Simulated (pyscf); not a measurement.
PySCF, gas phase, ωB97X-D3(BJ)/def2-SVP geometries.

Problem. For the elementary gas-phase step O=Mo(=O)(F)–F + silanol (HO–SiH₃) -> O=Mo(OH)(F)(F)–O–SiH₃ (singlet surface; H–O broken, H–O, Mo–O formed), what barrier and reaction energy does PBE/def2-TZVP give, measured from the separated reactants?

Solution. ΔE‡ = 11.3 kcal/mol, ΔE = -7.4 kcal/mol. ωB97M-D3(BJ)/def2-TZVP gives 13.9 kcal/mol and -8.7 kcal/mol. Zero-point energy shifts the barrier by -1.0 kcal/mol. It is an addition across a multiple bond or ene-type step, with an imaginary mode of 1509i cm⁻¹. On the reactant side the descent ends in an adduct with a Mo–O contact, 14.8 kcal/mol under the separated species and 25.6 kcal/mol under the saddle at ωB97X-D3(BJ)/def2-TZVP. What is counted as formed (Mo–O) is already present as a longer contact in the reactant adduct; forming that adduct is a step of its own. At ωB97X-D3(BJ)/def2-TZVP the barrier from the zero used here is 10.8 kcal/mol. Another saddle between the same species, by other bonds, lies lower (4.9 kcal/mol against 13.9 kcal/mol at ωB97M-D3(BJ)/def2-TZVP). Elements past Kr carry the def2 core potentials, without spin-orbit coupling.
